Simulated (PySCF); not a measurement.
**`InChI=1S/C7H7ClO2S/c1-11(9,10)7-4-2-6(8)3-5-7/h2-5H,1H3`**

Geometry (Å), atoms numbered from 1 in this order:
```xyz
18

C     2.3258    0.5766   -0.1998
S     1.3969   -0.8935    0.2049
O     1.6944   -1.2253    1.5957
O     1.6124   -1.8557   -0.8722
C    -0.3028   -0.3601    0.1246
C    -0.9211    0.1129    1.2797
C    -2.2480    0.5252    1.2197
C    -2.9331    0.4495    0.0054
Cl   -4.5803    0.9632   -0.0698
C    -2.3163   -0.0423   -1.1469
C    -0.9899   -0.4552   -1.0837
H     2.1182    1.3531    0.5467
H     3.3802    0.2698   -0.1553
H     2.0623    0.9063   -1.2124
H    -0.3637    0.1350    2.2187
H    -2.7613    0.8965    2.1079
H    -2.8815   -0.1064   -2.0780
H    -0.4855   -0.8695   -1.9594
```

Computed, not measured: TDDFT CAM-B3LYP/aug-cc-pVDZ excited states, vertical, gas phase in PySCF 2.14.0. Geometry: PBE0-D3(BJ)/def2-SVP.

Give the one- and two-photon strengths of the lowest singlets.

δ for parallel linear polarisation; σ at the peak of a Lorentzian of half width 0.1 eV, single beam; Ω is circular over linear.
```tsv
state	E (eV)	f	photon λ (nm)	δ (au)	σ (GM)	Ω	main
S1	5.24	0.001	473	0.49	0.01	1.50	HOMO→LUMO+1 0.52, HOMO−1→LUMO 0.45
S2	5.66	0.235	438	121	1.42	0.74	HOMO→LUMO 0.85, HOMO−1→LUMO+1 0.12
S3	6.23	0.004	398	29.3	0.42	0.81	HOMO−2→LUMO 0.91
S4	6.54	0.258	379	3.68	0.06	1.50	HOMO−1→LUMO 0.49, HOMO→LUMO+1 0.44
S5	6.72	0.002	369	0.56	0.01	0.98	HOMO→LUMO+2 0.50, HOMO→LUMO+8 0.12
S6	6.79	0.756	365	58.2	0.98	0.69	HOMO−1→LUMO+1 0.82, HOMO→LUMO 0.12
```

Among these, the strongest one-photon state is S6, the strongest two-photon state S2, with a dipole change of 1.7 D (relaxed, norm of the difference vector).
